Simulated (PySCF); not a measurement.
# What a mistake does to a calculation on BH3NOSi cation

Calculated results; nothing here was measured. They come from PySCF 2.14.0, an open-source quantum chemistry program, on an isolated molecule that a program drew, which may never have been made. The molecule is BH3NOSi cation (charge +1, singlet), drawn as the SMILES string `O[B+]N=[SiH2]`.

Each row is a Hartree-Fock (HF) and frozen-core CCSD(T) single point in the cc-pV(D+d)Z basis, meant for a local HF minimum. Run 1 is clean. Each other run has one planted mistake out of seven kinds, and not every kind appears here: one electron removed, one electron added, multiplicity raised by two, geometry at a saddle point, minimal basis STO-3G, one bond length entered in bohr, all coordinates scaled. The reference is restricted for singlets and unrestricted otherwise, and also for a bond in bohr. Adding or removing an electron swaps singlet and doublet. Electrons count all cores. HOMO and LUMO are orbital energies over both spins, the gradient is its largest component, and the lowest frequency (negative if imaginary) is given only where the gradient is small. Bond lengths are over the 6 bonds as drawn. T1 is the CCSD diagnostic: over 0.02 (restricted) or 0.045 (unrestricted) a single reference is doubtful.

Geometry of the clean run:
```xyz
7
BH3NOSi cation, angstrom
O     1.5687    0.5011   -2.8748
B     1.0182    0.9001   -1.7929
N     0.4790    1.2456   -0.6773
Si   -0.1725    1.6085    0.7330
H     1.6196    1.0293   -3.6649
H    -0.8006    2.9074    0.9444
H    -0.1532    0.6530    1.8346
```

| run | electrons | basis functions | <S^2> | HOMO (eV) | LUMO (eV) | gradient (hartree/bohr) | lowest frequency (cm^-1) | mean bond (Å) | longest bond (Å) | T1 | HF (hartree) | CCSD(T) (hartree) | mistake |
|---|---|---|---|---|---|---|---|---|---|---|---|---|---|
| 1 | 36 | 80 | 0.000 | -17.26 | -4.32 | 2.5e-05 | 100 | 1.3380 | 1.595 | 0.0167 | -444.52082 | -445.04990 | no fault |
| 2 | 36 | 27 | 0.000 | -14.83 | -1.36 | 4.7e-02 | - | 1.3380 | 1.595 | 0.0267 | -439.18506 | -439.41249 | minimal basis STO-3G |
| 3 | 37 | 80 | 0.769 | -5.71 | 3.14 | 1.0e-01 | - | 1.3380 | 1.595 | 0.0161 | -444.70438 | -445.25105 | one electron added |
| 4 | 36 | 80 | 1.059 | -14.53 | -4.70 | 3.7e-02 | - | 1.5287 | 2.431 | 0.0312 | -444.28957 | -444.80447 | one bond length entered in bohr |
| 5 | 35 | 80 | 0.760 | -25.32 | -13.51 | 1.4e-01 | - | 1.3380 | 1.595 | 0.0323 | -443.96127 | -444.45068 | ? |

**Which mistake was planted in run 5, and what did it cost?**

It counts 35 electrons, one fewer than the clean run, at the same geometry and basis. So the mistake is: one electron removed. Subtracting run 1 and multiplying by 627.51 kcal/mol a hartree, the energy moved by 351.1 kcal/mol in HF and 376.0 kcal/mol in CCSD(T).

Cautions from the logs. Run 2: T1 is over the limit, so its CCSD(T) energy is less reliable.
